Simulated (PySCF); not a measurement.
## C₆ coefficients of unlike pairs at MN15

Calculated with PySCF 2.14 from the dipole response of each species, C₆(A,B) = (3/π) ∫ α_A(iu) α_B(iu) du, in atomic units, from isotropic polarisabilities. For ions this is the dispersion term alone; charge-induced terms of lower order in 1/R come first.

```csv
species,configuration,basis,relativity,α (bohr³),C₆ (like pair)
Sc(2+),[Ar] 3d1 (2D),aug-cc-pwCVTZ-DK (10s9p7d4f3g),spin-free X2C,5.001,14.34
Nb(3+),[Kr] 4d2 (3F),"aug-cc-pVTZ-PP with one added diffuse shell each of s, p, d, f, g type with ECP28MDF (7s7p6d4f3g)",core potential,6.210,26.35
Mo+,[Kr] 4d5 (6S),aug-cc-pVTZ-PP with ECP28MDF (6s6p5d3f2g),core potential,21.20,138.5
Bi(2+),[Xe] 4f14 5d10 6s2 6p1 (2P),aug-cc-pV5Z-PP with ECP60MDF (8s8p6d4f3g2h),core potential,15.60,113.7
```

**Question.** Estimate C₆ for Nb(3+) with Sc(2+).

**Answer.** The integral gives 19.41. The combination rule 2 C_A C_B / (C_A α_B/α_A + C_B α_A/α_B) gives 19.37 and the geometric mean 19.44.

No spin-orbit coupling is included.

The other pairs:

```json
{"pair": "Mo+, Sc(2+)", "C₆": "43.01"}
{"pair": "Mo+, Nb(3+)", "C₆": "57.95"}
{"pair": "Bi(2+), Mo+", "C₆": "124.2"}
{"pair": "Bi(2+), Nb(3+)", "C₆": "54.05"}
{"pair": "Bi(2+), Sc(2+)", "C₆": "39.97"}
```
